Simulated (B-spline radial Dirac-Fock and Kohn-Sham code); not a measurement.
L-shell conversion coefficients of Ne against transition energy

Calculated with a B-spline atomic structure program, using a Dirac-Hartree-Slater potential of the neutral atom with a Latter tail (no hole, which puts coefficients of high multipoles low close above an edge), finite nucleus with surface currents. Subshells within 1 keV of threshold and pair formation are left out.

| energy (keV) | E1 | E2 | E5 | M1 | M2 | M4 |
| --- | --- | --- | --- | --- | --- | --- |
| 10.2 | 0.297 | 32.5 | 5.79e+07 | 0.0292 | 3.03 | 35700 |
| 11.5 | 0.205 | 20.0 | 2.30e+07 | 0.0209 | 1.90 | 17300 |
| 15.4 | 0.0821 | 6.10 | 2.51e+06 | 0.00926 | 0.617 | 3020 |
| 18.2 | 0.0485 | 3.08 | 720000 | 0.00585 | 0.327 | 1130 |
| 20 | 0.0359 | 2.10 | 358000 | 0.00452 | 0.230 | 652 |
| 33.6 | 0.00683 | 0.249 | 8190 | 0.00112 | 0.0340 | 33.5 |
| 40.1 | 0.00386 | 0.120 | 2310 | 0.000706 | 0.0179 | 12.4 |
| 42.8 | 0.00312 | 0.0913 | 1450 | 0.000596 | 0.0142 | 8.67 |
| 47 | 0.00230 | 0.0620 | 749 | 0.000467 | 0.0102 | 5.17 |
| 50 | 0.00188 | 0.0479 | 484 | 0.000398 | 0.00818 | 3.68 |
| 61.6 | 0.000954 | 0.0201 | 112 | 0.000233 | 0.00393 | 1.18 |
| 100 | 0.000196 | 0.00270 | 3.92 | 6.89e-05 | 0.000748 | 0.0909 |
| 101 | 0.000190 | 0.00259 | 3.66 | 6.72e-05 | 0.000724 | 0.0863 |
| 153 | 4.95e-05 | 0.000470 | 0.223 | 2.45e-05 | 0.000184 | 0.0105 |
| 164 | 3.96e-05 | 0.000355 | 0.141 | 2.07e-05 | 0.000147 | 0.00744 |
| 169 | 3.60e-05 | 0.000314 | 0.116 | 1.93e-05 | 0.000134 | 0.00642 |
| 195 | 2.28e-05 | 0.000176 | 0.0453 | 1.38e-05 | 8.48e-05 | 0.00320 |
| 200 | 2.10e-05 | 0.000159 | 0.0385 | 1.30e-05 | 7.83e-05 | 0.00283 |
| 215 | 1.68e-05 | 0.000119 | 0.0242 | 1.10e-05 | 6.25e-05 | 0.00201 |
| 230 | 1.36e-05 | 9.15e-05 | 0.0157 | 9.39e-06 | 5.07e-05 | 0.00146 |
| 427 | 2.18e-06 | 8.93e-06 | 0.000378 | 2.37e-06 | 8.17e-06 | 9.29e-05 |
| 460 | 1.78e-06 | 6.89e-06 | 0.000249 | 2.03e-06 | 6.64e-06 | 6.83e-05 |
| 500 | 1.43e-06 | 5.18e-06 | 0.000158 | 1.70e-06 | 5.28e-06 | 4.86e-05 |
| 824 | 4.35e-07 | 1.11e-06 | 1.35e-05 | 6.27e-07 | 1.45e-06 | 7.39e-06 |
| 1000 | 2.93e-07 | 6.68e-07 | 5.93e-06 | 4.36e-07 | 9.17e-07 | 3.83e-06 |
| 1130 | 2.33e-07 | 4.96e-07 | 3.67e-06 | 3.50e-07 | 6.94e-07 | 2.58e-06 |
| 1620 | 1.27e-07 | 2.26e-07 | 1.05e-06 | 1.88e-07 | 3.20e-07 | 8.84e-07 |
| 1740 | 1.14e-07 | 1.96e-07 | 8.43e-07 | 1.67e-07 | 2.77e-07 | 7.26e-07 |
| 2000 | 9.31e-08 | 1.51e-07 | 5.61e-07 | 1.33e-07 | 2.11e-07 | 5.03e-07 |

**Question.** How fast do they fall between 1620 and 2000 keV?

**Answer.** As powers of the energy: E1 E^-1.48, E2 E^-1.90, E5 E^-2.98, M1 E^-1.62, M2 E^-1.98, M4 E^-2.68. Within one type (E or M) the higher multipoles fall faster.
